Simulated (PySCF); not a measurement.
## Deuteron quadrupole couplings in `CCOC1=C(F)COC1`

C6H9FO2.
Z-matrix (Å and degrees, PBE0-D3(BJ)/def2-SVP geometry), rows numbered from 1:
```
C 
C   1  1.5064
O   2  1.4196  1  108.07
C   3  1.3341  2  117.53  1   177.92
C   4  1.3379  3  134.22  2     0.21
F   5  1.3347  4  129.30  3     0.39
C   5  1.4935  4  110.65  3   179.63
O   7  1.4078  5  104.42  4     1.74
C   8  1.4088  7  111.25  5    -2.39
H   1  1.0998  2  110.24  3  -179.28
H   1  1.0998  2  110.58  3   -59.33
H   1  1.0999  2  110.77  3    60.64
H   2  1.1042  1  111.35  3  -120.15
H   2  1.1038  1  111.29  3   120.21
H   7  1.1081  5  112.18  4   121.58
H   7  1.1094  5  111.87  4  -118.26
H   9  1.1080  4  111.08  3   -60.46
H   9  1.1070  4  111.16  3    58.74
```

Level: PBE0/pcSseg-1 (PySCF, non-relativistic); Q(2H) = 0.00286 b; rigid geometry, the same for H and D, with no vibrational averaging.

Q: Give the electric field gradient Vzz (the principal value of largest size), its asymmetry and the 2H coupling at each hydrogen.

A: 
| atom | bonded to | bond length (Å) | Vzz (au) | η | χzz (kHz) |
| --- | --- | --- | --- | --- | --- |
| H10 | C1 | 1.100 | 0.2926 | 0.03 | 197 |
| H11 | C1 | 1.100 | 0.2912 | 0.03 | 196 |
| H12 | C1 | 1.100 | 0.2911 | 0.03 | 196 |
| H13 | C2 | 1.104 | 0.2719 | 0.09 | 183 |
| H14 | C2 | 1.104 | 0.2719 | 0.09 | 183 |
| H15 | C7 | 1.108 | 0.2682 | 0.05 | 180 |
| H16 | C7 | 1.109 | 0.2662 | 0.05 | 179 |
| H17 | C9 | 1.108 | 0.2685 | 0.05 | 180 |
| H18 | C9 | 1.107 | 0.2700 | 0.05 | 181 |

Q: How does χzz go with the bond length over the 9 C–H bonds?

A: A straight-line fit has a slope of -18.3 kHz for each 0.01 Å, with a correlation coefficient of -0.95, over lengths from 1.100 to 1.109 Å. The longer bonds have the smaller couplings here.

Q: A static deuteron (I = 1) shows a doublet split by (3/2)χ, (3/4)χ(1 + η) and (3/4)χ(1 − η) with the field along z, y and x of the gradient. What are these for H16?

A: With |χ| = 178.9 kHz and η = 0.053: 268, 141 and 127 kHz, to first order and without motion.

Geometry: PBE0-D3(BJ)/def2-SVP, one conformer, isolated molecule. With a basis this small, the couplings can be 20 % off.

These values come from a run that also computed NMR shieldings. The run took 46 s on one thread, Intel Xeon Platinum 8259CL at 2.50 GHz (x86_64) (shared host), and the process peaked at 0.83 GiB of memory.
